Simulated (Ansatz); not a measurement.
Gas-phase reaction R1 → P1 + P2, each structure at its B3LYP-D3(BJ)/def2-TZVP stationary point, reached from a drawn start (curvature not checked).
R1: BF2 (SMILES F[B]F), charge 0, multiplicity 2.
P1: BF (SMILES [B]F), charge 0, multiplicity 1.
P2: F atom, charge 0, multiplicity 2.

P less R. No zero-point or thermal terms; singlets are restricted closed shells; open shells are unrestricted; no spin–orbit coupling.

Cores are frozen in the correlated methods.

The values were computed with Ansatz (Gaussian orbitals). Each number belongs to the level named beside it.

Total energies in hartree:

| structure | PBE/def2-TZVPP | r2SCAN/def2-TZVPP | CCSD(T)/cc-pVQZ |
|---|---|---|---|
| R1 | -224.442956 | -224.576621 | -224.367613 |
| P1 | -124.576753 | -124.652168 | -124.538557 |
| P2 | -99.669123 | -99.727635 | -99.650258 |

Work out the reaction energy at each level in kcal/mol (1 hartree = 627.50947 kcal/mol), and say how far PBE/def2-TZVPP lies from CCSD(T)/cc-pVQZ.


- PBE/def2-TZVPP: (-124.576753) + (-99.669123) − (-224.442956) = 0.197080 hartree = 123.67 kcal/mol
- r2SCAN/def2-TZVPP: (-124.652168) + (-99.727635) − (-224.576621) = 0.196818 hartree = 123.51 kcal/mol
- CCSD(T)/cc-pVQZ: (-124.538557) + (-99.650258) − (-224.367613) = 0.178798 hartree = 112.20 kcal/mol
PBE/def2-TZVPP less CCSD(T)/cc-pVQZ: 11.47 kcal/mol. CCSD(T)/cc-pVQZ is the level counted from, the highest shown, and no exact or measured value.

Ansatz is a program for electronic structure.
